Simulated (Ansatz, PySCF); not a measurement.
Si(OH)3(NH2) (H5NO3Si), SMILES N[Si](O)(O)O.

Geometry optimised at ωB97X-D3(BJ)/def2-SVP. The geometry has at least one imaginary mode, so it is a saddle point at that level. One conformer was computed; it need not be the lowest.

Vertical ionisation energy (IE) and electron affinity (EA) in eV. Rows of orbital energies are one-electron estimates. Where ΔSCF, EOM or ADC give a negative EA the extra electron is unbound and the value depends on the basis.

```
level                                                                        IE     EA
------------------------------------------------------------------------  -----  -----
−ε(HOMO), −ε(LUMO), CAM-B3LYP/def2-TZVP (PySCF)                            9.41  -1.14
−ε(HOMO), −ε(LUMO), PBE/def2-TZVP (PySCF)                                  6.38   0.47
ΔSCF, CAM-B3LYP/def2-SVPD (Ansatz), final states of multiplicity 2 and 2    [?]    [?]
ΔSCF, PBE/def2-SVPD (Ansatz), final states of multiplicity 2 and 2        10.03  -0.75
```

Question: Fill in the missing entries. (An estimate is asked for; the answer gives what the named calculation found.)

Answer: 
- ΔSCF, CAM-B3LYP/def2-SVPD (Ansatz, an electronic-structure program), final states of multiplicity 2 and 2, IE: 10.70
- ΔSCF, CAM-B3LYP/def2-SVPD (Ansatz), final states of multiplicity 2 and 2, EA: -1.01

Question: What vertical singlet–triplet gap does ΔSCF give with CAM-B3LYP/def2-SVPD (Ansatz) and with PBE/def2-SVPD (Ansatz)? (Estimate from the structure and the level; the computed values follow.)

Answer: 6.69 and 6.11 eV (triplet above singlet where positive).
